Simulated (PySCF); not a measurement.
Ge(H)2(F)(OMe) (CH₅FGeO), SMILES [O](C)[GeH2][F].

The structure is a stationary point at PBE0-D3(BJ)/def2-SVP. One conformer was computed; it need not be the lowest.

Calculation: PBE0/def2-TZVP (PySCF).

Isolated molecule, no solvent.

```yaml
total_energy: -2292.82953 hartree
highest_occupied_level: -8.34 eV
lowest_empty_level: 0.42 eV
orbital_gap: 8.76 eV
dipole_moment: 0.380 e·Å
quadrupole, principal values (traceless, Buckingham form, about the centre of nuclear charge): -6.73, -0.29, 7.02 D·Å
mean_static_polarisability: 44.0 bohr³ (6.51 Å³)
polarisability_principal_values: 39.2, 41.8, 50.9 bohr³
```
